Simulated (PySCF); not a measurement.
**Telling isomers of C$_{6}$H$_{14}$O apart by NMR**

Computed data (PySCF 2.14.0 with density-fitted response routines): PBE0/pcSseg-1 with gauge-including orbitals, structure optimised with GFN2-xTB. One averaged value for each set of equivalent atoms, gas phase, one computed conformer, no relativistic terms.

δ = σ(ref) − σ, references computed at the same level: 1H (σref 31.72) and 13C (σref 186.93) against TMS. Where no couplings were computed, multiplicities follow the n + 1 count of equivalent neighbours, and m marks all less simple cases (inequivalent or close neighbours, rings, F or P nearby). Shifts are as computed. Against solution values, carbons near 30 ppm lie about +3 ppm off and those near 130 ppm about +5 ppm. Of 1211 compounds with measured shifts, 218 miss one by over three times the rms of a fit or turn the order of signals round; such compounds aren't used in these exercises.

(1) Tabulate the signals of `CC(C)OC(C)C`, `CCOCC(C)C` and their relative energies.

(2) What is the quickest way to tell CC(C)OC(C)C from CCOCC(C)C?

Answers

(1) 
| SMILES | carbon types | δC | δH | E rel. (kcal/mol) |
| --- | --- | --- | --- | --- |
| CC(C)OC(C)C | 2×CH 4×CH3 | 71.9, 24.5 | 3.52 (sept, 2H), 1.12 (d, 12H) | 0.0 |
| CCOCC(C)C | 1×CH 2×CH2 3×CH3 | 79.8, 70.1, 33.9, 21.6, 15.9 | 3.87 (q, 2H), 3.16 (d, 2H), 1.76 (m, 1H), 1.19 (t, 3H), 0.95 (d, 6H) | 4.4 |

Energies are electronic energies at PBE0/pcSseg-1 on these geometries, without zero-point or thermal terms, each for the one conformer computed, which needn't be the lowest.

(2) Count the carbon signals: 2 against 5. The first has an sp3 CH bonded to O at 71.9 ppm, the second an sp3 CH2 bonded to O at 79.8 ppm.
